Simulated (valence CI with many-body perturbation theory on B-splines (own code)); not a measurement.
# Which ion has this spectrum?

A relativistic CI+MBPT calculation for an atom or ion with 14 electrons gives these levels (eV):

```tsv
J	Parity	E	g
0	even	0.00	
1	even	124.56	1.49
2	even	131.88	1.18
2	odd	245.07	1.58
2	even	261.76	1.31
1	odd	267.49	1.01
0	even	277.60	
2	odd	293.19	0.76
1	odd	324.59	0.88
2	odd	333.95	1.35
3	odd	336.11	1.13
2	odd	369.88	1.44
3	odd	380.40	1.30
0	odd	389.12
```

The energies are calculated, and their last digits are not significant.

**Question.** Which is it?
A. Ce44+
B. La43+
C. Pm47+
D. Nd46+

**Answer.** D. Nd46+, ground level (3s^2 3p1/2^2) J=0.
